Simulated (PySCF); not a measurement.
GaHO, neutral, multiplicity 1. Atoms are numbered in the order given.

```xyz
3

Ga     0.0000     0.0000    -0.4290
O      0.0000     0.0000     1.3703
H      0.0000     0.0000     2.3354
```
Charge 0, spin multiplicity 1.

Geometry: PBE-D3(BJ)/def2-TZVP. The geometry has at least one imaginary mode, so it is a saddle point at that level.

The numbers are results of TDDFT-PBE/def2-TZVPD (PySCF), not measurements.

Vertical excitations; the highest root listed may be one member of a degenerate set. The molecule is in vacuum. State labels are in the subgroup C2v.

Computed lowest excited states:
```csv
state,symmetry,energy (eV),λ (nm),f,main pairs
S1,A2,5.38,230,0.000,"HOMO−1→LUMO 50 %, HOMO−2→LUMO+1 50 %"
S2,A2,5.47,227,0.000,"HOMO−2→LUMO+1, HOMO−1→LUMO (degenerate set)"
S3,A1,5.47,227,0.000,"HOMO−1→LUMO+1, HOMO−2→LUMO (degenerate set)"
S4,B2,6.01,206,0.265,HOMO→LUMO+1 (degenerate set)
S5,B1,6.01,206,0.265,HOMO→LUMO (degenerate set)
S6,A1,6.22,199,0.013,"HOMO→LUMO+2 49 %, HOMO−2→LUMO 24 %, HOMO−1→LUMO+1 24 %"
S7,B2,6.72,184,0.085,HOMO−1→LUMO+2 (degenerate set)
S8,B1,6.72,184,0.085,HOMO−2→LUMO+2 (degenerate set)
S9,A1,6.85,181,0.334,"HOMO→LUMO+2 43 %, HOMO−2→LUMO 21 %, HOMO−1→LUMO+1 21 %"
S10,A1,7.19,172,0.268,HOMO→LUMO+3 93 %
T1,B1,4.18,296,0,HOMO→LUMO (degenerate set)
T2,B2,4.18,296,0,HOMO→LUMO+1 (degenerate set)
T3,A1,4.99,249,0,"HOMO−2→LUMO 50 %, HOMO−1→LUMO+1 50 %"
T4,A2,5.13,241,0,"HOMO−1→LUMO 50 %, HOMO−2→LUMO+1 50 %"
```
Triplets are in the Tamm–Dancoff approximation, which puts them higher than full response would, so one can lie above its singlet here.
